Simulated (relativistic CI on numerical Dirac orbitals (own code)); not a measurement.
## Level scheme of Sm⁵¹⁺

These numbers are calculated, not measured: Dirac-Coulomb-Breit CI, orbitals from a KLI potential per configuration, model QED (radiative potential, 1s self-energy scaled to tabulated hydrogen-like ionisation energies), unscaled Slater integrals (own radial code, finite nucleus).

Configurations in the expansion (outside the closed core [Ne]): 3s, 3p, 3d, 4s, 4p, 4d, 4f, 5s, 5p, 5d, 5f, 5g, 6s, 6p, 6d, 7s, 7p. Levels of other configurations are missing.

The lowest level is 3s 2S_1/2, with 100 % of that term; Hund's rules for 3s give 2S with J = 1/2, in agreement.

```tsv
No.	Configuration	Term	J	E (eV)	%	jj configuration (%)
1	3s	2S	1/2	0.00	100	3s (100)
2	3p	2P°	1/2	122.26	100	3p1/2 (100)
3	3p	2P°	3/2	285.46	100	3p3/2 (100)
4	3d	2D	3/2	435.82	100	3d3/2 (100)
5	3d	2D	5/2	473.02	100	3d5/2 (100)
6	4s	2S	1/2	2119.96	100	4s (100)
7	4p	2P°	1/2	2170.55	100	4p1/2 (100)
8	4p	2P°	3/2	2237.17	100	4p3/2 (100)
9	4d	2D	3/2	2294.17	100	4d3/2 (100)
10	4d	2D	5/2	2310.29	100	4d5/2 (100)
11	4f	2F°	5/2	2340.53	100	4f5/2 (100)
12	4f	2F°	7/2	2347.51	100	4f7/2 (100)
13	5s	2S	1/2	3063.42	100	5s (100)
14	5p	2P°	1/2	3088.86	100	5p1/2 (100)
15	5p	2P°	3/2	3122.36	100	5p3/2 (100)
16	5d	2D	3/2	3150.25	100	5d3/2 (100)
17	5d	2D	5/2	3158.57	100	5d5/2 (100)
18	5f	2F°	5/2	3173.52	100	5f5/2 (100)
19	5f	2F°	7/2	3177.10	100	5f7/2 (100)
20	5g	2G	7/2	3179.14	100	5g7/2 (100)
21	5g	2G	9/2	3181.28	100	5g9/2 (100)
22	6s	2S	1/2	3563.84	100	6s (100)
23	6p	2P°	1/2	3578.36	100	6p1/2 (100)
24	6p	2P°	3/2	3597.51	100	6p3/2 (100)
25	6d	2D	3/2	3613.26	100	6d3/2 (100)
26	6d	2D	5/2	3618.08	100	6d5/2 (100)
27	7s	2S	1/2	3860.69	100	7s (100)
28	7p	2P°	1/2	3869.74	100	7p1/2 (100)
29	7p	2P°	3/2	3881.70	100	7p3/2 (100)
```

Energies count from the lowest computed level; ° marks odd parity. Filled j subshells are mostly left out of the jj labels.

The mean weight of the leading LS term, summed over parents, in these 29 levels is 100 %, and that of the leading jj configuration (from the same eigenvectors) 100 %.

At this charge energies of transitions that change n are usually good to better than 1 %, and those within a shell (Δn = 0) to a few per cent.
